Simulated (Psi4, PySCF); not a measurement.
The Psi4 input:
```
memory 2 GB

molecule {
0 2
  H    -0.02216819    0.02578181    2.07218703
  N    -0.01100368    0.03722541    1.06501021
  C     0.01577759    1.15962534    0.28207507
  C    -0.02026850   -1.06664492    0.26860244
  C     0.02280243    0.72853871   -1.00533804
  C     0.00054728   -0.66735377   -1.04553609
  H     0.02721740    2.14433730    0.70122733
  H    -0.04086179   -2.05616890    0.68202308
  H    -0.00031443   -1.29952021   -1.90932923
}

set basis 6-311g**
set reference uhf
set freeze_core true
set mp2_type conv
set scf_type pk
set puream true
set d_convergence 1e-8

energy('mp2')
print_variables()
```

Q: Give the equivalent PySCF input.

A: This is not unique; one that fits is 
```python
from pyscf import gto, scf, mp

mol = gto.M(
    atom='''
H    -0.02216819    0.02578181    2.07218703
N    -0.01100368    0.03722541    1.06501021
C     0.01577759    1.15962534    0.28207507
C    -0.02026850   -1.06664492    0.26860244
C     0.02280243    0.72853871   -1.00533804
C     0.00054728   -0.66735377   -1.04553609
H     0.02721740    2.14433730    0.70122733
H    -0.04086179   -2.05616890    0.68202308
H    -0.00031443   -1.29952021   -1.90932923
''',
    basis='6-311g**',
    spin=1,
    verbose=4,
)

mf = scf.UHF(mol)
mf.kernel()

pt = mp.MP2(mf, frozen=5)
pt.kernel()
print('E(MP2) = %.10f' % pt.e_tot)
```

Both were run: Psi4 gave -208.887062 Eh and PySCF -208.887062 Eh, 0.000 mEh apart.
